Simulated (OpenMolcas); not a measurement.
Computed levels of 5s2 5p3 in ions with 51 electrons, in cm-1 above 4S* 3/2.

| Property | Result |
| --- | --- |
| Program | OpenMolcas 26.06 |
| Method | SS-CASPT2, IPEA 0.25 Eh, imaginary shift 0.1 Eh |
| Basis | ANO-RCC-VQZP |
| Scalar Hamiltonian | DKH2, point nucleus |
| Spin-orbit coupling | state interaction with AMFI integrals over the reference wave functions, term energies averaged over their components |

Active space for each ion: 3 electrons in 3 orbitals (5p); closed shells correlated by CASPT2: 4d 5s.

| Level | Sb | I2+ | Xe3+ |
| --- | --- | --- | --- |
| 2D* 3/2 | 9260 | 12310 | 13770 |
| 2D* 5/2 | 10310 | 15030 | 17580 |
| 2P* 1/2 | 17380 | 25040 | 28720 |
| 2P* 3/2 | 18900 | 29330 | 35080 |

Q: Estimate 2D* 3/2, 2D* 5/2 for Te+ from its neighbours Sb and I2+.

A: 2D* 3/2 is another term, which grows about linearly with the charge: (9260 + 12310) / 2 = 10785. The calculation gives 10900, so the estimate is off by -1.1 %; the measured value is 10222 (NIST Handbook of Basic Atomic Spectroscopic Data).
2D* 5/2 is another term, which grows about linearly with the charge: (10310 + 15030) / 2 = 12670. The calculation gives 12710, so the estimate is off by -0.3 %; the measured value is 12422 (NIST Handbook of Basic Atomic Spectroscopic Data).

CASPT2 breaks the degeneracy within a term, and the mean is taken; among the terms shown or strongly mixed into the levels shown the widest spread is 370 cm-1 (5s2 5p3 2D*, Sb). With the s shell closed, the reference lacks s² → p² mixing. Computed and measured levels are paired by configuration, term and J; levels that our copy of the source lacks, or whose pairing is in doubt (as where it misses far off the trend of its configuration), stay unpaired and out of the deviations. Only configurations of the active space appear.

* marks odd parity.
